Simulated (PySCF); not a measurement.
Several structures and their simulated spectra, in scrambled order.

A. SMILES O=C1C=C[Si@H]1C(F)(F)F
B. SMILES C1C([C@@H]2C[Si@@H](C#C)[C@H]2F)C1
C. `C[C@@]1(F)C[C@@H](F)CC[SiH2]1`
D. `F[C@@H]1CC[C@@H]1C1=CC=C[SiH2]1`
E. SMILES O=C1C=C(C(F)(F)F)C(=O)O1

Spectrum 1. 13C{1H} NMR (computed): δ 108.4 (CH), 99.7 (CH), 85.3 (C), 52.6 (CH), 22.3 (CH), 18.8 (CH2), 7.6 (CH2), 6.8 (CH2).

Spectrum 2. 13C{1H} NMR (computed): δ 94.0 (CH), 93.8 (C), 50.8 (CH2), 35.0 (CH2), 28.7 (CH3), 5.7 (CH2).

Spectrum 3. 13C{1H} NMR (computed): δ 212.7 (C), 187.1 (CH), 182.0 (CH), 138.4 (C).

Spectrum 4. 13C{1H} NMR (computed): δ 167.4 (C), 165.1 (C), 147.0 (C), 142.5 (CH), 128.3 (C).

Spectrum 5. 13C{1H} NMR (computed): δ 156.2 (CH), 154.2 (C), 150.1 (CH), 133.8 (CH), 89.9 (CH), 50.2 (CH), 30.7 (CH2), 22.4 (CH2).

Calculated, not measured (PySCF): geometry from GFN2-xTB, shieldings: GIAO PBE0/pcSseg-1. Gas phase, one averaged value for each set of equivalent atoms, no relativistic terms, single conformer.

References, each an isolated molecule treated in the same way: 13C against TMS. Splittings of carbon signals by F and P are missing where no couplings were computed. Shifts are as computed. Against solution values, carbons near 30 ppm lie about +3 ppm off and those near 130 ppm about +5 ppm. Of 1309 compounds with measured shifts, 239 miss one by over three times the rms of a fit or turn the order of signals round; such compounds aren't used in these exercises.

Which spectrum belongs to which compound?

## Answers

1–B, 2–C, 3–A, 4–E, 5–D.

- Spectrum 1 (B): 8 13C signals; δC 99.7 is an sp3 CH bonded to F and Si; δC 85.3 is an alkyne carbon.
- Spectrum 2 (C): 6 13C signals; δC 94.0 is an sp3 CH bonded to F; δC 93.8 is a fully substituted sp3 carbon bonded to F and Si.
- Spectrum 3 (A): 4 13C signals; δC 187.1 is a β carbon of a C=C–C=O unit; δC 138.4 is a CF3 carbon.
- Spectrum 4 (E): 5 13C signals; δC 167.4 is an anhydride carbonyl carbon; δC 165.1 is an anhydride carbonyl carbon.
- Spectrum 5 (D): 8 13C signals; δC 156.2 is an alkene CH; δC 154.2 is a fully substituted alkene carbon.
